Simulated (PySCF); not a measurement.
CH₄OSZn. Atoms are numbered in the order given.

```xyz
8

Zn     0.0659     0.0557     0.0839
O      1.2711    -0.7631    -0.9145
C      1.0399    -1.4470    -2.1116
H      0.6160    -0.8057    -2.9130
H      1.9999    -1.8410    -2.4955
H      0.3608    -2.3185    -1.9991
S     -1.2427     1.1283     1.4190
H     -1.4786     0.0285     2.1724
```

The structure is a stationary point at r2SCAN-D4/def2-SVP. Other conformers were not sampled.

These are PBE/pcSseg-1 (PySCF) values and carry that method's errors.

GIAO shieldings, no solvent; atoms alike by connectivity are averaged. δ = σ(ref) − σ: ¹⁷O against H2O (σ = 334.3 ppm); ¹³C against TMS (σ = 182.0 ppm); ¹H against TMS (σ = 31.49 ppm); ³³S against H2S (σ = 706.5 ppm), references at their B3LYP-D3(BJ)/def2-TZVP geometries, non-relativistic.

| nucleus | atoms | count | δ (ppm) |
|---|---|---|---|
| ¹⁷O | O2 | 1 | 54.3 |
| ¹³C | C3 | 1 | 63.5 |
| ¹H | H4, H5, H6 | 3 | 4.63 |
| ¹H | H8 | 1 | -0.32 |
| ³³S | S7 | 1 | -92.8 |
